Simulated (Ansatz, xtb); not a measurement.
Ligand exchange: C3H8 + HI → C2H5I + CH4

Species: C3H8 (propane) `CCC`, singlet; HI (hydrogen iodide), singlet; C2H5I `CCI`, singlet; CH4 `C`, singlet. The partners trade CH3 for I: C–CH3 and H–I bonds give way to C–I and H–CH3.

Shapes, held fixed at every level: PBE0-D4/def2-TZVP. Programs: Ansatz 0.2.0, xtb 6.7.1. The zero-point and thermal change to 298 K, harmonic and unscaled (PBE0-D4/def2-TZVP), is +4.6 kJ/mol.

**What was measured.** Tabulated heats of formation (Active Thermochemical Tables): C3H8 -104.4; HI +26.5; C2H5I -7.1; CH4 -74.5 kJ/mol, which give ΔH(298 K) = -3.7 kJ/mol.

| level | kind | ΔH (kJ/mol) | computed − measured | CPU time (all species) |
| --- | --- | --- | --- | --- |
| GFN1-xTB | semi-empirical | +58.2 | +61.9 | 0.13 s |
| PBE-D4/def2-TZVPP | GGA | -6.8 | -3.1 | 12 s |
| r2SCAN-D4/def2-TZVPP | meta-GGA | -5.7 | -2.0 | 22 s |
| B3LYP-D4/def2-TZVPP | global hybrid | -6.6 | -2.9 | 17 s |
| wB97M-V/def2-TZVPP | range-separated hybrid | -1.4 | +2.3 | 49 s |
| wB97X-V/def2-TZVPP | range-separated hybrid | -0.1 | +3.6 | 35 s |
| CCSD(T)/def2-SVP | coupled cluster or CI | +14.9 | +18.5 | 13 s |
| CCSD(T)/def2-TZVPP | coupled cluster or CI | -2.5 | +1.2 | 4.6 min |

Nearest: CCSD(T)/def2-TZVPP (+1.2); farthest: GFN1-xTB (+61.9). 6 of 8 levels lie within 10 kJ/mol. For atoms past krypton def2 sets carry core potentials with scalar relativity. Correlated rows may include outer-core shells of I, which these sets cover unevenly. Times are processor times on shared x86 and Arm servers, and rough.
